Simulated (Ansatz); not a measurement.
Gas-phase electronic energies from Ansatz, PBE0-D4/def2-TZVP geometries. CCSD(T)/CBS adds triple-zeta CCSD(T) − MP2 to the extrapolated MP2 energy (def2 sets, frozen cores). DFT in def2-TZVPP. B3LYP here is the variant with VWN-RPA as its local correlation; programs differ in this. One conformer a species, not always the lowest.

Reaction (ligand exchange at a B–C bond): `B/C=C(\Cl)C=C` + `C[SiH](S)Cl` → `BS[SiH](C)Cl` + `C=CC(=C)Cl`

| level | ΔE (kJ/mol) | difference from CCSD(T)/CBS |
| --- | --- | --- |
| PBE-D4 | -62.8 | 3.0 |
| r2SCAN-D4 | -62.4 | 3.4 |
| PBE0-D4 | -63.5 | 2.3 |
| B3LYP-D4 | -59.9 | 5.9 |
| ωB97X-V | -64.2 | 1.6 |
| ωB97M-V | -63.9 | 1.9 |
| B2PLYP | -61.0 | 4.8 |
| PBE | -61.9 | 3.9 |
| r2SCAN | -62.2 | 3.6 |
| PBE0 | -62.7 | 3.1 |
| B3LYP | -58.4 | 7.4 |
| HF/def2-TZVPP | -58.2 | 7.6 |
| MP2/def2-TZVPP | -64.8 | 1.0 |
| SCS-MP2/def2-TZVPP | -63.4 | 2.4 |
| CCSD/def2-TZVPP | -64.6 | 1.2 |
| CCSD(T)/def2-TZVPP | -65.6 | 0.2 |
| HF/def2-QZVPP | -57.6 | 8.2 |
| MP2/def2-QZVPP | -64.7 | 1.1 |
| SCS-MP2/def2-QZVPP | -63.4 | 2.4 |
| HF/CBS(def2) | -57.6 | 8.2 |
| MP2/CBS(def2) | -65.0 | 0.8 |
| CCSD/CBS(def2) | -64.9 | 0.9 |
| CCSD(T)/CBS | -65.8 | 0 |

Largest T1 diagnostic among the species: 0.012.

In def2-TZVPP, CCSD(T) changes the Hartree–Fock value by −7.4 kJ/mol (the triples alone add −1.0 kJ/mol) and MP2 by −6.6 kJ/mol.
